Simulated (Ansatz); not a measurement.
`B[SiH2]OC` + `FB[O][InH2]` → `B[SiH2]OBF` + `C[O][InH2]`  (redistribution)

Calculated with Ansatz (gas phase, PBE0-D4/def2-TZVP geometries, no zero-point term in ΔE). CCSD(T)/CBS adds triple-zeta CCSD(T) − MP2 to the extrapolated MP2 energy (def2 sets, frozen cores). DFT in def2-TZVPP. def2 core potentials past Kr. For In outer-core shells are correlated without core-valence functions, which leaves a few kJ/mol of doubt a bond. Each species was taken in one conformer, which may not be the lowest.

`B[SiH2]OC`:

Cartesian coordinates in Å:
```
B -0.327 2.175 0.978
Si -0.451 0.227 0.548
O 0.578 -0.182 -0.673
C 0.677 -1.500 -1.158
H 0.402 2.931 0.407
H -1.015 2.618 1.851
H -0.143 -0.585 1.769
H -1.859 -0.120 0.170
H 0.990 -2.196 -0.370
H -0.277 -1.849 -1.570
H 1.425 -1.519 -1.952
```

`FB[O][InH2]`:

```xyz
7

F     0.889   -1.086   -0.626
B     1.018    0.268   -0.891
O     0.181    1.069   -0.277
In   -1.055   -0.092    0.902
H     1.883    0.570   -1.657
H    -0.436   -0.226    2.482
H    -2.479   -0.504    0.067
```

`B[SiH2]OBF`:

```xyz
10

B    -1.103   -1.435    1.117
Si    0.470   -0.338    0.548
O     0.344    0.222   -1.013
B     0.367    1.441   -1.568
F     0.243    1.538   -2.883
H    -1.082   -1.938    2.202
H    -2.069   -1.611    0.437
H     0.624    0.824    1.473
H     1.714   -1.153    0.617
H     0.492    2.450   -0.931
```

`C[O][InH2]`:

Cartesian coordinates in Å:
```
C 0.740 -0.812 0.673
O 0.723 0.393 -0.036
In -0.900 1.139 -0.907
H 1.461 -1.508 0.226
H -0.234 -1.323 0.702
H 1.050 -0.640 1.712
H -2.270 0.133 -0.688
H -0.570 2.619 -1.682
```

| level | ΔE (kJ/mol) | difference from CCSD(T)/CBS |
| --- | --- | --- |
| PBE-D4 | 25.2 | -5.2 |
| BLYP-D4 | 22.9 | -7.5 |
| r2SCAN0-D4 | 29.7 | -0.7 |
| revPBE | 23.0 | -7.4 |
| r2SCAN | 29.0 | -1.4 |
| MP2/def2-SVP | 37.8 | 7.4 |
| SCS-MP2/def2-TZVPP | 30.7 | 0.3 |
| CCSD(T)/def2-TZVPP | 30.7 | 0.3 |
| HF/CBS(def2) | 25.5 | -4.9 |
| MP2/CBS(def2) | 30.8 | 0.4 |
| CCSD(T)/CBS | 30.4 | 0 |

Largest T1 diagnostic among the species: 0.017.

In def2-TZVPP, CCSD(T) changes the Hartree–Fock value by +4.9 kJ/mol (the triples alone add +0.7 kJ/mol) and MP2 by +5.3 kJ/mol. At CCSD(T), def2-SVP lies +5.8 kJ/mol from the extrapolated value and def2-TZVPP +0.3 kJ/mol.
